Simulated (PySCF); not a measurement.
**Towards the basis-set limit for BaBr**

State: ²Σ⁺, doublet, unpaired electrons σ ↑. De refers to Ba + Br. ROHF-based CCSD(T) in PySCF 2.14 with Ba cc-pwCVDZ-X2C, Br aug-cc-pVDZ-DK and Ba cc-pwCVTZ-X2C, Br aug-cc-pVTZ-DK (frozen core orbitals: 37; spin-free X2C with a Gaussian nucleus). Correlation energies are extrapolated as n⁻³ (n = 2, 3), Hartree–Fock as (n+1)·exp(−9√n).

| Level | Re (Å) | ωe (cm⁻¹) | ωexe (cm⁻¹) | αe (cm⁻¹) | De (eV) |
| --- | --- | --- | --- | --- | --- |
| CCSD(T)/DZ | 2.9706 | 176.6 | 0.380 | 0.000115 | 3.692 |
| CCSD(T)/TZ | 2.8936 | 187.6 | 0.402 | 0.000118 | 3.970 |
| HF/CBS | 2.9500 | 179.1 | 0.383 | 0.000115 | 3.757 |
| MP2/CBS | 2.8622 | 192.9 | 0.413 | 0.000120 | 4.179 |
| CCSD/CBS | 2.8807 | 190.1 | 0.406 | 0.000118 | 4.036 |
| CCSD(T)/CBS | 2.8738 | 191.2 | 0.407 | 0.000119 | 4.071 |

Task: How much is left between CCSD(T)/TZ and the basis-set limit, and how much do the triples give at the limit?

Result: CCSD(T)/CBS less CCSD(T)/TZ: -19.8 mÅ in Re, +3.6 cm⁻¹ in ωe and +0.101 eV in De. CCSD(T)/CBS less CCSD/CBS: -6.9 mÅ in Re, +1.1 cm⁻¹ in ωe and +0.035 eV in De.

The T1 diagnostic is 0.019. The state was picked by a PBE0 search and need not be the measured ground state. Spin–orbit coupling, excitations beyond (T) and corrections to the Born–Oppenheimer picture are left out, and spin–orbit coupling matters for open p, d or f shells this heavy.

The whole job (state search and all basis sets along the bond) took about 20 min on 4 threads of Arm Neoverse V1 (shared host), peak memory 12 GiB.
